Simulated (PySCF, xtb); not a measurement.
Cl2FGeH3Si, SMILES [Si](F)([GeH3])(Cl)Cl.

GFN2-xTB in xtb at its own geometry gives an orbital gap of 5.57 eV and a dipole moment of 0.91 D.

Geometry: B3LYP-D3(BJ)/def2-SVP. The structure was generated by enumeration, and PubChem lists no compound with its InChIKey, so it may never have been made.

Task: What does PBE/def2-TZVP in PySCF give? (The exact figures need the calculation; the answer reports its results.)

Result: gap 6.14 eV (levels -7.54 and -1.40 eV), dipole 1.72 D.
